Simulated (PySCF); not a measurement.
**Electron correlation in Yb⁵²⁺ (ytterbium, charge +52)**

[Ar], closed-shell 1S. Calculation: PySCF 2.14, in an even-tempered Gaussian basis (17 s from 13 bohr⁻², ratio 2.5; 12 p from 17 bohr⁻², ratio 2.5; 4 d from 69 bohr⁻², ratio 2.7; 4 f from 100 bohr⁻², ratio 2.7); the spin-free X2C one-electron Hamiltonian (Gaussian nucleus). Frozen: 1s2; 16 electrons correlated; the 20 highest virtual orbitals of each spin left out.

```tsv
level	correlation energy (mhartree)
CCSD	-693.28
(T)	-0.79
CCSD(T)	-694.07
```

Diagnostics: T1 = 0.00019, D1 = 0.0004, largest double amplitude 0.013.

Cost of the coupled-cluster step: about 10 core-seconds, for 16 correlated electrons.

At this charge the one-electron X2C treatment keeps the bare 1/r₁₂, with no two-electron picture change or Breit term. The effect here is smaller than on the frozen 1s shell; and a scalar Hamiltonian misses the large spin-orbit splitting of the p shells, which matters for ns² → np² pairs.
